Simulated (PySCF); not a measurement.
5,5-difluorocyclopenta-1,3-diene (C5H4F2), SMILES FC1(F)C=CC=C1.

Geometry optimised at PBE0-D3(BJ)/def2-SVP. One conformer was computed; it need not be the lowest.

Method: r2SCAN/def2-TZVP run with PySCF.

The molecule is in vacuum.

### Question
Estimate the frontier levels, gap, dipole moment and polarisability. (The exact figures need the calculation; the answer reports its results.)

### Answer

- highest occupied level: -6.11 eV
- lowest empty level: -2.69 eV
- orbital gap: 3.42 eV
- dipole moment: 2.34 D
- quadrupole, principal values (traceless, Buckingham form, about the centre of nuclear charge): -7.40, 1.47, 5.93 D·Å
- mean static polarisability: 54.2 bohr³ (8.03 Å³)
- polarisability, principal values: 38.3, 58.9, 65.3 bohr³
